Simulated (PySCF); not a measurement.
# Charge on either side of a bond

Species: C4H5F3N (charge +1).
Numbering: `[CH3:1][C:2]#[N+:3][CH2:4][C:5]([F:6])([F:7])[F:8]` (hydrogens: H9, H10, H11 on C1; H12, H13 on C4)

Structure used (GFN2-xTB), in Å, numbered top down from 1:
```xyz
13
C4H5F3N angstrom
C      2.440    0.514    0.794
C      1.249    0.011    0.279
N      0.283   -0.434   -0.165
C     -0.957   -0.838   -0.624
C     -2.051    0.146   -0.121
F     -3.237   -0.232   -0.552
F     -2.061    0.184    1.210
F     -1.799    1.378   -0.557
H      2.319    0.742    1.858
H      2.719    1.432    0.266
H      3.246   -0.218    0.681
H     -0.967   -0.844   -1.721
H     -1.187   -1.842   -0.245
```

Atomic charges (e) from the PBE0/pcSseg-1 density (PySCF):

```json
{"atom": "C1", "Mulliken": "-0.1987", "IAO": "-0.4766", "Hirshfeld": "-0.0319", "ESP-fitted": "-0.5804"}
{"atom": "C2", "Mulliken": "+0.4028", "IAO": "+0.3956", "Hirshfeld": "+0.2889", "ESP-fitted": "+0.4234"}
{"atom": "N3", "Mulliken": "-0.4087", "IAO": "+0.0267", "Hirshfeld": "+0.0549", "ESP-fitted": "+0.1104"}
{"atom": "C4", "Mulliken": "-0.0139", "IAO": "-0.2197", "Hirshfeld": "+0.0120", "ESP-fitted": "-0.5283"}
{"atom": "C5", "Mulliken": "+0.7638", "IAO": "+0.8291", "Hirshfeld": "+0.2784", "ESP-fitted": "+0.6154"}
{"atom": "F6", "Mulliken": "-0.2138", "IAO": "-0.2383", "Hirshfeld": "-0.0443", "ESP-fitted": "-0.1300"}
{"atom": "F7", "Mulliken": "-0.2404", "IAO": "-0.2632", "Hirshfeld": "-0.0735", "ESP-fitted": "-0.1608"}
{"atom": "F8", "Mulliken": "-0.2403", "IAO": "-0.2630", "Hirshfeld": "-0.0734", "ESP-fitted": "-0.1608"}
{"atom": "H9", "Mulliken": "+0.2351", "IAO": "+0.2484", "Hirshfeld": "+0.1257", "ESP-fitted": "+0.2753"}
{"atom": "H10", "Mulliken": "+0.2345", "IAO": "+0.2478", "Hirshfeld": "+0.1253", "ESP-fitted": "+0.2757"}
{"atom": "H11", "Mulliken": "+0.2346", "IAO": "+0.2482", "Hirshfeld": "+0.1258", "ESP-fitted": "+0.2738"}
{"atom": "H12", "Mulliken": "+0.2225", "IAO": "+0.2325", "Hirshfeld": "+0.1061", "ESP-fitted": "+0.2934"}
{"atom": "H13", "Mulliken": "+0.2224", "IAO": "+0.2326", "Hirshfeld": "+0.1060", "ESP-fitted": "+0.2929"}
```

Problem. Cut each of the bonds C1–C2, C2–N3, N3–C4 and C5–C4 in turn and sum the charges on the side of the atom named first.

Solution. In e; the other side holds the total charge, +1, less this:

| bond cut | piece | atoms | Mulliken | IAO | Hirshfeld | ESP-fitted |
| --- | --- | --- | --- | --- | --- | --- |
| C1–C2 | CH3 | 4 | +0.506 | +0.268 | +0.345 | +0.244 |
| C2–N3 | C2H3 | 5 | +0.908 | +0.663 | +0.634 | +0.668 |
| N3–C4 | C2H3N | 6 | +0.500 | +0.690 | +0.689 | +0.778 |
| C5–C4 | CF3 | 4 | +0.069 | +0.065 | +0.087 | +0.164 |

Extremes among these pieces. Mulliken: lowest CF3 at C5, highest C2H3 at C2; IAO: lowest CF3 at C5, highest C2H3N at N3; Hirshfeld: lowest CF3 at C5, highest C2H3N at N3; ESP-fitted: lowest CF3 at C5, highest C2H3N at N3.

Problem. Do the schemes agree better on the pieces than on the single atoms at the cuts?

Solution. The spread between schemes averages 0.228 e for the pieces and 0.438 e for the atoms named first; it is smaller for the piece at 3 of the 4 cuts. On average they agree better on the pieces.

Isolated species at its GFN2-xTB geometry, gas phase.
